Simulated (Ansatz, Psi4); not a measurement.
The Ansatz (a quantum-chemistry and plane-wave program) input:
Ansatz 0.2 input:
```yaml
crystal:
  periodic: [false, false, false]
  atoms:
    - {symbol: C, position_ang: [0.02026430, 0.75833993, 0.00748046]}
    - {symbol: C, position_ang: [-0.02026430, -0.75833993, -0.00748046]}
    - {symbol: O, position_ang: [1.03960208, 1.38537393, 0.03158832]}
    - {symbol: H, position_ang: [-0.97907997, 1.22841153, -0.00597192]}
    - {symbol: O, position_ang: [-1.03960208, -1.38537393, -0.03158832]}
    - {symbol: H, position_ang: [0.97907997, -1.22841153, 0.00597192]}
basis:
  gaussian:
    orbitals: def2-TZVP
hamiltonian:
  xc: {name: B97M-V}
accuracy: high
```

### Question
Give the equivalent Psi4 input.

### Answer
Several could match; the one computed here: 
```
memory 2 GB

molecule mol {
0 1
C     0.020264    0.758340    0.007480
C    -0.020264   -0.758340   -0.007480
O     1.039602    1.385374    0.031588
H    -0.979080    1.228412   -0.005972
O    -1.039602   -1.385374   -0.031588
H     0.979080   -1.228412    0.005972
}

set {
  basis def2-tzvp
  reference rks
  scf_type pk
  puream true
  d_convergence 1e-8
  dft_radial_points 99
  dft_spherical_points 590
}

energy('b97m-v')
print_variables()
```

Both were run: Ansatz gave -227.869963 Eh and Psi4 -227.869960 Eh, 0.003 mEh apart.
